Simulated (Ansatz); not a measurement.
Ideal-gas functions of BClFHSe (`FB(Cl)[SeH]`) at 600 K and 1 bar, from an Ansatz frequency run at PBE0-D4/def2-TZVP.

Molar mass 145.23 g/mol, point group Cs (symmetry number 1), electronic degeneracy 1, moments of inertia 78.548, 277.047, 355.595 u Å². Harmonic wavenumbers (cm⁻¹, unscaled): 207, 296, 324, 479, 491, 733, 967, 1318, 2467.

Use S(trans) = R[1.5 ln M + 2.5 ln T − 1.1517]; rotational temperatures θ = 24.2544 K / I; S(rot) = R[ln(√π/σ · √(T³/θAθBθC)) + 1.5]; for each mode x = 1.438777 ν̃/T, S = R[x/(eˣ − 1) − ln(1 − e⁻ˣ)] and H = RT x/(eˣ − 1); 1 cm⁻¹ = 0.0119627 kJ/mol; R = 8.31446 J/(mol·K).

Q: By hand: the entropy, in J/(mol·K).

A: Translation 185.5. Rotation: θ = 0.3088, 0.0875, 0.0682 K, giving 123.2. Vibration, mode by mode: 14.22, 11.34, 10.62, 7.60, 7.42, 4.62, 2.97, 1.52, 0.16, in all 60.5. Electronic 0.0. Sum 369.2 J/(mol·K).

Q: By hand: H − E and G − E in kJ/mol, counted from the electronic energy.

A: Zero-point energy ½ × 7282 × 0.0119627 = 43.6; thermal vibration 19.7; translation, rotation and pV give 4 RT = 20.0. H − E = 83.3 kJ/mol, and G − E = 83.3 − 600 × 369.2/1000 = -138.2 kJ/mol.

Vibration gives 16 % of the entropy. The sum counts one conformer and one mirror image; others add a mixing term.
